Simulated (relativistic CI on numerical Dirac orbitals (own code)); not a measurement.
## Zr²⁺: L-alpha,beta X-ray emission

Computed with this model: Dirac-Coulomb-Breit CI, KLI orbitals optimised for each configuration, model QED, valence Slater integrals scaled by 0.7, multiplet model of X-ray emission after core ionisation; configurations [Kr] 4d2 → [He] 2s2 2p5 3s2 3p6 3d10 4s2 4p6 4d2 → [Ar] 3d9 4s2 4p6 4d2; 80 K; Lorentzian 1.4 eV and Gaussian 0.6 eV FWHM. Energies are those of the free ion, without screening or charge transfer. S is read from ⟨S²⟩ = S(S + 1).

free ion: ground-state S = 1.00, centroid 2071.59 eV. Peaks (eV, height): 2043.8 (100), 2126.2 (50).

Strongest unbroadened transitions for free ion:

```tsv
Energy (eV)	Relative strength
2041.52	8.2
2043.67	34.9
2043.70	9.4
2043.80	9.4
2043.83	100.0
2043.89	16.9
2043.90	18.9
2043.94	15.5
2043.96	17.5
2043.98	22.7
2043.99	32.2
2044.05	21.5
2125.67	10.2
2125.91	25.0
2126.13	73.6
2126.24	15.4
2126.53	18.0
2126.91	9.9
```
